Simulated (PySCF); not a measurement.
Dipole moment and polarisability of `C=CC(C=C)/C=C\C(F)(F)F`

Species: C₈H₉F₃.
Geometry (PBE0-D3(BJ)/def2-SVP, Å), atoms numbered from 1 in this order:
```
atom  x, y, z in Å
C1    -1.121    2.459   -0.074
C2    -1.282    1.240   -0.587
C3    -0.561    0.009   -0.095
C4    -1.510   -1.142    0.127
C5    -1.552   -1.874    1.239
C6     0.481   -0.391   -1.107
C7     1.801   -0.433   -0.914
C8     2.472   -0.085    0.379
F9     2.076   -0.873    1.391
F10    2.225    1.177    0.764
F11    3.795   -0.215    0.271
H12   -0.437    2.638    0.761
H13   -1.661    3.321   -0.474
H14   -1.965    1.092   -1.434
H15   -0.074    0.248    0.860
H16   -2.186   -1.377   -0.706
H17   -0.881   -1.669    2.079
H18   -2.253   -2.705    1.348
H19    0.102   -0.672   -2.097
H20    2.479   -0.734   -1.715
```

Level: CAM-B3LYP/def2-SVPD (PySCF), static field, nuclei fixed, core orbitals frozen in the response. The polarisability tensor in these axes (au):

```
x   105.88   0.33  -0.24
y     0.33 103.34  -4.58
z    -0.24  -4.58  89.40
```

Question: Diagonalise the tensor; give its mean and Δα, where Δα² is half the sum of the squared differences of the eigenvalues.

Answer: Principal values 88.02, 104.60 and 106.00 au; mean 99.54 au = 14.75 Å³ = 16.41 × 10⁻⁴⁰ C²·m²/J; Δα = 17.32 au (17 % of the mean).

Question: What is the dipole moment, and where does it point?

Answer: (-1.80, -0.41, -1.79) D, 2.57 D in size, pointing from the negative to the positive side. Measured along this direction, the outermost atoms are F11 at the negative end and H16 and H14 at the positive end.

Question: What molar refraction does this α imply?

Answer: Lorentz–Lorenz: R = (4π/3)N_A α = 2.5225 cm³/(mol·Å³) × 14.75 Å³ = 37.2 cm³/mol, in the limit of long wavelengths.

Question: Refractivity n − 1 of an ideal gas of it at 273.15 K and 1 atm, from the electronic α?

Answer: N = p/kT = 2.6868 × 10¹⁹ cm⁻³, so n − 1 = 2π × N × 14.75 × 10⁻²⁴ cm³ = 2490 × 10⁻⁶ at long wavelengths, for an ideal gas.

Question: Orientational against electronic polarisability at 273 K (dilute gas, rigid molecules)?

Answer: In Gaussian units μ²/3kT = 58.25 Å³ against 14.75 Å³, a ratio of 3.95; the Debye molar polarisation (4π/3)N_A(α + μ²/3kT) is 184.2 cm³/mol, leaving out the vibrational part.

One conformer (not necessarily the lowest) at the PBE0-D3(BJ)/def2-SVP geometry, without solvent, vibrations or thermal averaging.
